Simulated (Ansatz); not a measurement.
C2H9GeN can be A, `C[NH][GeH2][CH3]`, or B, `CN[CH2][GeH3]`.

Program: Ansatz. Geometries: PBE0-D4/def2-TZVP. ΔE: electronic, gas phase. CBS: MP2 limit from def2 TZ/QZ plus the TZ coupled-cluster correction, frozen cores. DFT in def2-TZVPP. B3LYP here is the variant with VWN-RPA as its local correlation; programs differ in this. For Ge outer-core shells are correlated without core-valence functions, which leaves a few kJ/mol of doubt a bond. Scalar relativity is left out up to krypton. One conformer a species, not always the lowest.

(1) Which isomer does CCSD(T)/CBS put lower? Give the gap. (An estimate is asked.)

(2) Give E(B) − E(A) in kcal/mol with B2PLYP, B3LYP-D4, ωB97M-V, CCSD/def2-TZVPP, r2SCAN-D4, CCSD(T)/def2-TZVPP, PBE0-D4. (An estimate is asked.)

Largest T1 diagnostic: 0.010.

Results:

(1) Ansatz gave: A, by 19.1 kcal/mol.

(2) The calculation gave: B2PLYP 19.0, B3LYP-D4 18.2, ωB97M-V 18.4, CCSD/def2-TZVPP 19.2, r2SCAN-D4 18.5, CCSD(T)/def2-TZVPP 19.2, PBE0-D4 17.6. None reverses the order clearly.
